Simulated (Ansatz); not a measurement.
A run on C$_{2}$H$_{8}$AlNO (`C[O][Al]([CH3])[NH2]`) with other settings.

```yaml
crystal:
  periodic: [false, false, false]
  atoms:
    - {symbol: C, position_ang: [-1.485444, 0.388777, -1.759978]}
    - {symbol: O, position_ang: [-1.078538, -0.413589, -0.687116]}
    - {symbol: Al, position_ang: [0.142564, -0.439641, 0.544804]}
    - {symbol: C, position_ang: [1.619079, 0.846164, 0.606356]}
    - {symbol: N, position_ang: [-0.040226, -1.578968, 1.829202]}
    - {symbol: H, position_ang: [-2.566495, 0.924923, -1.645569]}
    - {symbol: H, position_ang: [-0.641992, 1.096636, -2.038888]}
    - {symbol: H, position_ang: [-1.473539, -0.407308, -2.461421]}
    - {symbol: H, position_ang: [1.192707, 2.055909, 0.406992]}
    - {symbol: H, position_ang: [2.172646, 0.873663, 1.334631]}
    - {symbol: H, position_ang: [2.219155, 0.793921, -0.453494]}
    - {symbol: H, position_ang: [0.772907, -1.483222, 2.483595]}
    - {symbol: H, position_ang: [-0.799387, -2.258390, 1.831896]}
basis:
  gaussian: {orbitals: def2-TZVPD, fitting: {mean_field: cc-pVTZ-jkfit}}
magnetization: {spin_polarized: true, initial_magnetization: 2}
hamiltonian: {xc: {name: HF}}
output: {forces: true}
```

```sh
$ ansatz run in.yaml --threads 4 --pin off --events-out ev --progress --plain --max-ram 10444MiB
```

Output, abridged:

```
Functional definition: HF
677 factors; integrals over basis functions are off by at most 7.0e-1 eV
mean field evaluation 1: about -12277.9432 eV, gradient 3.6e1 eV
mean field evaluation 2: about -12282.3390 eV, gradient 2.4e1 eV
mean field evaluation 4: about -12285.6095 eV, gradient 3.3e0 eV
mean field evaluation 8: about -12286.2247 eV, gradient 5.6e-1 eV
mean field evaluation 16: about -12286.3070 eV, gradient 2.1e-5 eV
mean field -12287.15573316 eV, -451.5446446605 hartree, gradient 3.6e-6 eV, S^2 2.008967; 4 other end points of the search recorded, 0 dependent functions left out
reference -12287.15573316 eV, -451.5446446605 hartree; 25, 23 occupied and 241, 243 virtual orbitals, 677 factors
Total energy: -12287.15573316 eV, -451.5446446605 hartree
Atom 0 at    -1.485444     0.388777    -1.759978 Å, force     0.024551     0.540347     0.178746 eV/Å
Atom 1 at    -1.078538    -0.413589    -0.687116 Å, force     0.812007     0.686621     3.078706 eV/Å
Atom 2 at     0.142564    -0.439641     0.544804 Å, force    -0.196380     3.555816    -5.346530 eV/Å
Atom 3 at     1.619079     0.846164     0.606356 Å, force    -6.320419     3.608686   -11.496895 eV/Å
Atom 4 at    -0.040226    -1.578968     1.829202 Å, force    -0.114313    -1.490958     2.139359 eV/Å
Atom 5 at    -2.566495     0.924923    -1.645569 Å, force     3.093898    -1.457427    -0.106061 eV/Å
Atom 6 at    -0.641992     1.096636    -2.038888 Å, force    -1.660392    -0.423920     0.366976 eV/Å
Atom 7 at    -1.473539    -0.407308    -2.461421 Å, force    -0.992647     0.503842    -1.910188 eV/Å
Atom 8 at     1.192707     2.055909     0.406992 Å, force     0.893708    -3.605132     1.006409 eV/Å
Atom 9 at     2.172646     0.873663     1.334631 Å, force     6.204867     0.204030     7.583703 eV/Å
Atom 10 at     2.219155     0.793921    -0.453494 Å, force    -1.188853    -0.387942     2.939822 eV/Å
Atom 11 at     0.772907    -1.483222     2.483595 Å, force    -0.847331    -1.179401     0.540125 eV/Å
Atom 12 at    -0.799387    -2.258390     1.831896 Å, force     0.291304    -0.554561     1.025827 eV/Å
Dipole moment:    -0.256251     0.281153    -0.007896 e Å
```

Run time 57 s (4 threads of an Arm Neoverse V1 on a shared host); peak host memory 0.59 GiB.
